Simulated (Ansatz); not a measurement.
CH$_{5}$AlSSi, one more setting.

```yaml
crystal:
  periodic: [false, false, false]
  atoms:
    - {symbol: Si, position_ang: [-0.657945, 1.069408, -1.145185]}
    - {symbol: Al, position_ang: [0.253189, -0.951021, -0.113414]}
    - {symbol: C, position_ang: [0.472182, -0.914272, 1.833590]}
    - {symbol: S, position_ang: [1.993283, -0.441360, 1.469275]}
    - {symbol: H, position_ang: [0.027918, 1.406423, -2.426280]}
    - {symbol: H, position_ang: [-2.111158, 0.932916, -1.457656]}
    - {symbol: H, position_ang: [-0.511785, 2.246742, -0.240448]}
    - {symbol: H, position_ang: [0.456975, -2.360461, -0.808396]}
    - {symbol: H, position_ang: [0.165842, -1.034676, 2.871512]}
basis:
  gaussian: {orbitals: x2c-TZVPPall}
magnetization: {spin_polarized: true, initial_magnetization: 2}
hamiltonian: {xc: {name: rPW86-PBE}, pseudopotentials: {relativity: scalar}}
accuracy: high
scf: {lower_state_search: full}
```

```sh
$ ansatz run in.yaml --threads 2 --pin off --events-out ev --progress --plain --max-ram 4352MiB
```

Output, abridged:

```
Functional definition: rPW86-PBE
3864 factors; integrals over basis functions are off by at most 3.2e-8 eV
mean field evaluation 1: about -26499.7458 eV, gradient 5.4e1 eV
mean field evaluation 2: about -26499.7362 eV, gradient 5.4e1 eV
mean field evaluation 4: about -26508.3893 eV, gradient 2.4e1 eV
mean field evaluation 8: about -26513.9952 eV, gradient 1.4e0 eV
mean field evaluation 16: about -26514.0116 eV, gradient 3.9e-3 eV
mean field evaluation 32: about -26514.0116 eV, gradient 7.0e-8 eV
mean field -26514.01160401 eV, -974.3719546049 hartree, gradient 7.0e-8 eV, S^2 2.006715; 13 other end points of the search recorded, 0 dependent functions left out
reference -26514.01161934 eV, -974.3719551683 hartree; 28, 26 occupied and 199, 201 virtual orbitals, 3864 factors
Total energy: -26514.01161934 eV, -974.3719551683 hartree
Relativity: scalar
```

Run time 2.5 min (2 threads of an AMD EPYC 7B13 on a shared host); peak host memory 1.7 GiB.
